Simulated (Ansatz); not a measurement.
`C#CC[SiH2][GaH2]` → `C#C[SiH2][GaH2]` + `[CH2]` (triplet) at 500 K and 1 bar (formal loss of a carbene).

Calculated with Ansatz (gas phase, PBE0-D4/def2-TZVP geometries, no zero-point term in ΔE). CCSD(T)/CBS is the MP2 limit (def2-TZVPP, def2-QZVPP) plus CCSD(T) − MP2 in def2-TZVPP, frozen cores. This one scheme is used for every species. Triplets are unrestricted, without spin–orbit coupling. For Ga outer-core shells are correlated without core-valence functions, which leaves a few kJ/mol of doubt a bond. Scalar relativity is left out up to krypton. Each species was taken in one conformer, which may not be the lowest.

```json
{"species": "`C#CC[SiH2][GaH2]`", "CCSD(T)/CBS energy (Eh)": "-2331.31162", "H − E (kJ/mol)": "257.4", "S (J/(mol·K))": "449.3"}
{"species": "`C#C[SiH2][GaH2]`", "CCSD(T)/CBS energy (Eh)": "-2292.05082", "H − E (kJ/mol)": "175.8", "S (J/(mol·K))": "423.9"}
{"species": "`[CH2]` (triplet)", "CCSD(T)/CBS energy (Eh)": "-39.09499", "H − E (kJ/mol)": "62.7", "S (J/(mol·K))": "213.9"}
```

H − E and S are ideal-gas, rigid-rotor, harmonic terms from PBE0-D4/def2-TZVP, for one conformer and one mirror image of each species, with the whole ground term of open shells counted as degenerate. 1 Eh = 2625.50 kJ/mol, R = 8.31446 J/(mol·K).

**Question.** By hand: ΔE, ΔH, ΔS and ΔG.

**Answer.** ΔE = (-2292.05082) + (-39.09499) − (-2331.31162) = 0.16581 Eh = 435.3 kJ/mol. Δ(H − E) = 175.8 + 62.7 − 257.4 = -18.9, so ΔH = 416.4 kJ/mol. ΔS = 423.9 + 213.9 − 449.3 = 188.5 J/(mol·K). ΔG = 416.4 − 500 × (188.5)/1000 = 322.1 kJ/mol.

**Question.** By hand: the equilibrium constant, and the temperature at which ΔG would vanish if ΔH and ΔS stayed fixed.

**Answer.** log₁₀ K = −ΔG/(RT ln 10) = -33.6. ΔG = 0 at ΔH/ΔS = 2209 K.

The number of gas molecules changes by +1, which sets the sign of ΔS. A doubt of 5 kJ/mol in ΔE shifts log₁₀ K by 0.5 here. Other conformers and mirror images would add mixing entropy, several J/(mol·K) or more a flexible species. Modes under 60 cm⁻¹, often nearly free rotors, make the harmonic entropy too high. A triplet takes part, so the spin changes. These are equilibria of isolated gas molecules and say nothing of rates. Largest T1 diagnostic: 0.014 (customary marks: 0.02 for closed shells, 0.045 for open ones).
